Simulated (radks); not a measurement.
All-electron atom: Lu+ in [Xe] 4f14 6s2. All-electron calculation, Dirac Kohn-Sham, exchange-only PBE, spin-unpolarised, spherical densities, finite nucleus; Fermi nuclear charge, rms radius 5.37 fm. Program: a radial shooting solver on a logarithmic mesh with Libxc functionals. Some entries of the table are withheld. Estimate them.

| orbital | occ. | eigenvalue (eV) | r(max) (bohr) |
|---|---|---|---|
| 1s1/2 | 2 | -63152.76 | 0.01213 |
| 2s1/2 | 2 | (1) | 0.06950 |
| 2p1/2 | 2 | (2) | (3) |
| 2p3/2 | 4 | (4) | (5) |
| 3s1/2 | 2 | -2441.851 | 0.1960 |
| 3p1/2 | 2 | -2225.854 | 0.1839 |
| 3p3/2 | 4 | -1987.495 | 0.1973 |
| 3d3/2 | 4 | (6) | 0.1552 |
| 3d5/2 | 6 | (7) | 0.1589 |
| 4s1/2 | 2 | -491.9774 | 0.4466 |
| 4p1/2 | 2 | -403.9785 | 0.4474 |
| 4p3/2 | 4 | -349.7299 | 0.4761 |
| 4d3/2 | 4 | -204.9404 | 0.4758 |
| 4d5/2 | 6 | -195.0382 | 0.4850 |
| 5s1/2 | 2 | -68.5587 | 1.044 |
| 5p1/2 | 2 | -44.1870 | 1.133 |
| 5p3/2 | 4 | -37.2467 | 1.222 |
| 4f5/2 | 6 | -17.9974 | 0.4659 |
| 4f7/2 | 8 | -16.4744 | 0.4712 |
| 6s1/2 | 2 | -10.3299 | (8) |

Answer. 
(1) 2s1/2 eigenvalue (eV): -10750.38
(2) 2p1/2 eigenvalue (eV): -10262.94
(3) 2p1/2 r(max) (bohr): 0.05192
(4) 2p3/2 eigenvalue (eV): -9145.379
(5) 2p3/2 r(max) (bohr): 0.05845
(6) 3d3/2 eigenvalue (eV): -1620.268
(7) 3d5/2 eigenvalue (eV): -1568.219
(8) 6s1/2 r(max) (bohr): 2.870
